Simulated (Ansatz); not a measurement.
Wavefunction ladder for `C[N]1[SiH2][SbH]1`

Z-matrix (Å, degrees):
```
C
N 1 1.439
H 1 1.098 2 113.2
H 1 1.094 2 110.6 3 121.0
H 1 1.095 2 109.9 3 -120.5
Si 2 1.697 1 136.3 3 58.9
Sb 2 2.102 1 127.7 3 -63.5
H 6 1.489 2 119.2 1 -29.6
H 6 1.485 2 117.2 1 108.3
H 7 1.732 2 96.0 1 60.8
```

Total charge 0; spin multiplicity 1. Correlated methods include outer-core shells of Sb, which these sets cover unevenly. Sb: def2 effective core potential. The structure was optimised at the PBE0-D4/def2-TZVP level. Frozen core, restricted reference, Ansatz 0.2.0.

```csv
basis,HF (Eh),MP2 corr.
def2-SVP,-623.79459,-0.52891
def2-TZVPP,-624.02075,-0.86087
def2-QZVPP,-624.03662,-1.13537
```

**Question.** Estimate the CCSD correlation energy and the (T) correction in each basis where they were run (hartree).

**Answer.** 
| basis | CCSD corr. | (T) |
| --- | --- | --- |
| def2-SVP | -0.57720 | -0.02026 |
| def2-TZVPP | -0.88325 | -0.03552 |
